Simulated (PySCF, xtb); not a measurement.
In(H)(Et)(NH2) (C2H8InN), SMILES C[CH2][InH][NH2].

xtb with GFN2-xTB at its own geometry gives an orbital gap of 3.32 eV and a dipole moment of 2.04 D.

Geometry optimised at PBE0-D3(BJ)/def2-SVP. The structure was generated by enumeration; whether it is a known compound was not checked. The def2 effective core potentials stand for the cores of In; spin–orbit coupling is left out. One conformer was computed; it need not be the lowest.

Question: What does PySCF with CAM-B3LYP/def2-TZVP give? (An estimate is asked for; the answer gives what the named calculation found.)

Answer: gap 8.14 eV (levels -8.11 and 0.03 eV), dipole 0.59 D.
